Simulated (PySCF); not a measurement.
**Nuclear quadrupole coupling in `CC[P@@]1(=O)CCC[C@@H](F)C1`**

Compound: C7H14FOP.
Geometry (GFN2-xTB, Å), atoms numbered from 1 in this order:
```xyz
24
C7H14FOP angstrom
C     -2.8124   -0.9753   -0.2227
C     -1.7510    0.0711   -0.5246
P     -0.7546    0.3733    0.9929
O     -1.5708    0.6907    2.1712
C      0.3706   -1.0577    1.2348
C      1.4264   -1.1649    0.1454
C      2.3043    0.0829    0.0712
C      1.5367    1.3237   -0.3770
F      0.9935    1.0863   -1.6286
C      0.4259    1.7274    0.5767
H     -3.3427   -0.6996    0.6872
H     -3.5288   -1.0483   -1.0383
H     -2.3622   -1.9549   -0.0728
H     -2.2221    1.0290   -0.7631
H     -1.1233   -0.2178   -1.3653
H      0.8296   -0.9111    2.2173
H     -0.2365   -1.9643    1.2932
H      2.0623   -2.0325    0.3400
H      0.9477   -1.3169   -0.8231
H      2.7467    0.2901    1.0469
H      3.1130   -0.0932   -0.6414
H      2.2316    2.1645   -0.5205
H      0.8525    2.0574    1.5269
H     -0.1481    2.5601    0.1614
```

Field gradients from the PBE0/pcSseg-1 density (PySCF, non-relativistic), principal values in atomic units, ordered |Vxx| ≤ |Vyy| ≤ |Vzz|:

| atom | Vxx | Vyy | Vzz |
| --- | --- | --- | --- |
| O4 | -0.3885 | -0.4406 | 0.8291 |

Q: Find the asymmetry η = (Vxx − Vyy)/Vzz and the couplings χ = eQV/h (234.96 MHz × Q in barn × V in au), with Q(17O) = −0.0256 b.

A: 
| atom | environment | nucleus | η | χzz (MHz) | χxx (MHz) | χyy (MHz) |
| --- | --- | --- | --- | --- | --- | --- |
| O4 | phosphoryl oxygen | 17O | 0.06 | -4.987 | 2.337 | 2.650 |

The tensor is traceless: Vxx + Vyy + Vzz = 0.

Q: What is Vzz at O4 in SI units (1 au = 9.71736 × 10²¹ V/m²)?

A: 0.8291 au = 8.056 × 10²¹ V/m².

Q: And the gradient at the other heavy atoms, for which no coupling is worked out here?

A: 
```csv
atom,environment,Vzz (au),η
C1,methyl carbon,0.101,0.53
C2,sp3 carbon bound to phosphorus,0.054,0.89
P3,phosphoryl phosphorus,-0.362,0.42
C5,sp3 carbon bound to phosphorus,-0.034,0.79
C6,ring CH2 carbon,-0.074,0.93
C7,ring CH2 carbon,-0.052,0.73
C8,sp3 C–F carbon,0.542,0.13
F9,alkyl fluorine,2.959,0.00
C10,sp3 carbon bound to phosphorus,0.042,0.68
```

Were the hydrogens deuterons (Q(2H) = 0.00286 b), χzz would run from 187 kHz (H22) to 212 kHz (H12).

Geometry: GFN2-xTB, one conformer, isolated molecule. GFN2-xTB bond lengths can be off by several hundredths of an ångström, more for odd bonds, and the gradients follow them. A larger basis could move these couplings by a tenth or more.
